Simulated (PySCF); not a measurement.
# Bonding in `C/C=C/C[SiH-]C#N`

Species: C5H8NSi (charge -1).
Atom-mapped SMILES: `[CH3:1]/[CH:2]=[CH:3]/[CH2:4][SiH-:5][C:6]#[N:7]` (hydrogens: H8, H9, H10 on C1; H11 on C2; H12 on C3; H13, H14 on C4; H15 on Si5)

Structure used (GFN2-xTB), in Å, numbered top down from 1:
```xyz
15
C5H8NSi angstrom
C     -2.302    0.742    0.407
C     -1.319   -0.251   -0.136
C     -0.104   -0.468    0.368
C      0.929   -1.318   -0.221
Si     2.211   -0.194   -1.154
C      2.852    0.888    0.193
N      3.532    1.459    0.941
H     -3.247    0.259    0.676
H     -1.899    1.228    1.294
H     -2.530    1.516   -0.332
H     -1.646   -0.798   -1.015
H      0.209    0.099    1.241
H      0.508   -2.027   -0.940
H      1.470   -1.881    0.542
H      1.332    0.756   -1.885
```

Bond orders from the PBE0/pcSseg-1 density (PySCF). The structure is a single GFN2-xTB conformer in the gas phase; no vibrational or solvent corrections. The pcSseg-1 basis has no diffuse functions, a weakness for an anion.

Problem. How far do the computed orders between heavy atoms stray from the drawn ones?

Solution. The largest departure is 0.213, at C4–Si5 (drawn single, 0.787). Drawn single, order below 0.88: C4–Si5 (0.787). The SMILES, with its formal charges, is one Lewis structure only.

Problem. Give the Mayer order of every bond, beside its length.

Solution. 
| bond | drawn as | length (Å) | Mayer order |
| --- | --- | --- | --- |
| C1–C2 | single | 1.498 | 1.062 |
| C2–C3 | double | 1.334 | 1.831 |
| C3–C4 | single | 1.461 | 1.095 |
| C4–Si5 | single | 1.944 | 0.787 |
| Si5–C6 | single | 1.842 | 0.904 |
| C6–N7 | triple | 1.162 | 2.875 |
| C1–H8 | single | 1.095 | 0.962 |
| C1–H9 | single | 1.089 | 0.971 |
| C1–H10 | single | 1.095 | 0.958 |
| C2–H11 | single | 1.086 | 0.962 |
| C3–H12 | single | 1.087 | 0.951 |
| C4–H13 | single | 1.094 | 0.963 |
| C4–H14 | single | 1.092 | 0.946 |
| Si5–H15 | single | 1.486 | 0.894 |

By pair of heavy elements: C–C: lowest C1–C2 (1.062, 1.498 Å), highest C2–C3 (1.831, 1.334 Å). C–Si: lowest C4–Si5 (0.787, 1.944 Å), highest Si5–C6 (0.904, 1.842 Å).

Problem. Sum the orders of all bonds at each heavy atom with more than one neighbour and set the sums beside the valence in the SMILES.

Solution. C1 3.953 (drawn 4), C2 3.855 (drawn 4), C3 3.877 (drawn 4), C4 3.791 (drawn 4), Si5 2.585 (drawn 3), C6 3.779 (drawn 4). Orders between atoms that aren't bonded are not in these sums.

For a closed shell the Mayer order of atoms A and B is Σ (PS)μν (PS)νμ over the basis functions μ on A and ν on B, with P the density and S the overlap matrix.
